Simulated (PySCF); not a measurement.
```xyz
3
charge -1 multiplicity 1, angstrom
Tl    0.0000    0.0000    0.0000
O     1.9113    0.0000    0.0000
O    -1.9113    0.0000    0.0000
```

Level of theory: PBE0 in PySCF with Tl def2-TZVPD with ECP60, O def2-TZVPD; scalar-relativistic core potentials, no spin–orbit coupling; density-fitted integrals.

This geometry of [TlO2]- is a stationary point at this level.

Q: What is the point group?

A: D∞h.

Q: Is it a minimum?

A: Yes: all harmonic wavenumbers are real.

Q: List the harmonic modes with their infrared intensities.

A: 
```csv
symmetry,ω (cm⁻¹),"IR (km/mol, summed over degenerate members)",type
πu,175,103,bend
σg+,669,0.0,stretch
σu+,736,254,stretch
```

Q: Give the atomic charges and bond orders.

A: 
```json
{"atom": "Tl1", "Mulliken": "0.71", "Löwdin": "0.82", "polar tensor": "0.83", "Mayer order to Tl1": "–"}
{"atom": "O2,3", "Mulliken": "-0.86", "Löwdin": "-0.91", "polar tensor": "-0.92", "Mayer order to Tl1": "1.30"}
```

In D∞h the vibrations span πu + σg+ + σu+. The σg+ mode carries no infrared intensity, as symmetry demands. With a centre of inversion only u modes can be infrared active and only g modes Raman active.

This need not be the most stable arrangement of these atoms. The lowest empty level of this anion is unbound, so it and the gap depend on the basis. Spin–orbit coupling, left out here, can matter for elements this heavy.
